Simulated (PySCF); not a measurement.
These are B3LYP-D3(BJ)/def2-TZVP (PySCF 2.14.0) values and carry that method's errors. All species are isolated molecules in the gas phase. One relaxed conformer stands for a flexible species; it need not be the lowest. B3LYP has the VWN-RPA correlation part, as in Gaussian. 

Reference species (SMILES): `[OH][Sn]([OH])([F])[F]` (H–O–Sn–F torsion -96°, F–Sn–O–H torsion 20°) (neutral, multiplicity 1).

The HOMO comes out as -9.75 eV and the S1 oscillator strength comes out as 0.010.

Changed species: `[Sn]([F])([F])([F])[F]` (0 of 4 F replaced by OH; the reference has 2 of 4 F replaced by OH).

### Question
Give the shifts of the HOMO and S1 oscillator strength.

### Answer
the HOMO drops by 2.34 eV, to -12.09 eV; the S1 oscillator strength is nearly the same.
